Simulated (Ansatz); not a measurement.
Counterpoise correction, worked out

The pair of K⁺ (SMILES [K+], atom 1) and H2O2 (SMILES OO, atoms 2–5), both closed shells, in one local arrangement (a lower one may exist), relaxed at PBE0-D4/def2-TZVP:

K1  (0.053, -0.225, -2.351)
O2  (0.542, -0.426, 0.321)
O3  (-0.554, 0.477, 0.210)
H4  (0.258, -1.031, 1.023)
H5  (-0.299, 1.205, 0.796)
(Å)

Ansatz 0.2.0; basis: def2-TZVPPD; cores frozen in the correlated methods. The outer core shell of Li, Na, Mg and K is correlated. The def2 sets are not built for correlating such inner shells, so the correlated values are less sure here.

CCSD(T) total energies in eV:

| system | geometry | basis functions | energy |
| --- | --- | --- | --- |
| pair | pair | all | -20424.02766 |
| K⁺ | as in the pair | all (partner as ghosts) | -16304.28761 |
| H2O2 | as in the pair | all (partner as ghosts) | -4118.96439 |
| K⁺ | as in the pair | its own | -16304.24723 |
| H2O2 | as in the pair | its own | -4118.95714 |
| K⁺ | free (PBE0-D4 minimum) | its own | -16304.24723 |
| H2O2 | free (PBE0-D4 minimum) | its own | -4118.97670 |

Work out the interaction energy with and without the counterpoise correction, the superposition error, and the binding energy from the relaxed fragments.

Without correction: -20424.02766 − (-16304.24723) − (-4118.95714) = -0.82329 eV.
With correction (each fragment in the whole basis): -20424.02766 − (-16304.28761) − (-4118.96439) = -0.77566 eV = -17.89 kcal/mol.
The superposition error is the difference, 0.04763 eV, 6 % of the uncorrected value: each fragment borrows its partner's functions.
Deformation from the free shapes: 0.00000 eV for K⁺ and 0.01956 eV for H2O2.
Binding energy from relaxed fragments: -0.77566 + 0.00000 + 0.01956 = -0.75610 eV = -17.44 kcal/mol (electronic, without zero-point energy; negative means bound). For comparison, the corrected interaction energy by CCSD(T) at an estimated basis limit (MP2 extrapolated from triple and quadruple zeta, plus CCSD(T) − MP2 in triple zeta) is -0.824 eV; triple zeta with the correction binds less.

No T1 diagnostic of these runs exceeds 0.013.

For scale, one of the runs: CCSD(T)/def2-TZVPPD, 150 basis functions, launched by `ansatz run in.yaml --threads 2 --pin off --events-out ev --progress --plain --max-ram 5222MiB`. The run took 16 s on 2 CPU threads of an Arm Neoverse V2 (shared host), with 1 GiB of host memory at its peak.
